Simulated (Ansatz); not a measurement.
Molecule: sum formula HBO2I (charge -1, singlet). It need not be the lowest isomer of its formula. Whether it binds its extra electron was not tested at this geometry. 
Structure (B3LYP-D3(BJ)/def2-TZVP (Ansatz, a quantum-chemistry and plane-wave program) minimum search):
```
B
O 1 1.2511
O 1 1.3952 2 137.12
H 3 0.9660 1 105.93 2 0.00
I 1 2.4418 2 120.07 3 180.00
```
Charge -1, spin multiplicity 1.

Total electronic energies in hartree. Valence correlation only, unless marked. Spin-orbit coupling is left out. The frozen core is the preceding noble-gas configuration, with the filled d and f shells of earlier blocks. In def2 rows, elements after Kr have scalar-relativistic effective core potentials. STO-3G rows are all-electron and non-relativistic. CBS marks a two-point X^-3 extrapolation of the correlation energy; Hartree-Fock from the larger set.

```csv
level,program,energy (Eh)
SVWN5/def2-TZVPD,Ansatz,-472.14287
BLYP-D3(BJ)/def2-TZVPD,Ansatz + dftd3,-473.80878
B3LYP/def2-TZVPD,Ansatz,-473.98462
PBE0/def2-TZVP,Ansatz,-473.69553
BHLYP-D4/def2-TZVPD,Ansatz + dftd4,-473.75164
B2GP-PLYP-D4/def2-TZVPD,Ansatz + dftd4,-473.38442
B2PLYP-D3(BJ)/def2-TZVPD,Ansatz + dftd3,-473.49547
B2PLYP-D4/def2-TZVPD,Ansatz + dftd4,-473.49530
RPA@PBE/def2-TZVPP,Ansatz,-472.97005
MP2/def2-SVPD,Ansatz,-472.28812
RI-MP2/def2-TZVPP,Ansatz,-472.62379
SCS-MP2/STO-3G,Ansatz,-7023.48773
CCSD/def2-QZVPP,Ansatz,-472.70718
CCSD(T)/def2-QZVPP,Ansatz,-472.74345
"CCSD(T)/CBS(def2-TZVPPD,def2-QZVPPD)",Ansatz,-472.7903
```

Totals of different functionals don't rank their quality; only differences between species are comparable.
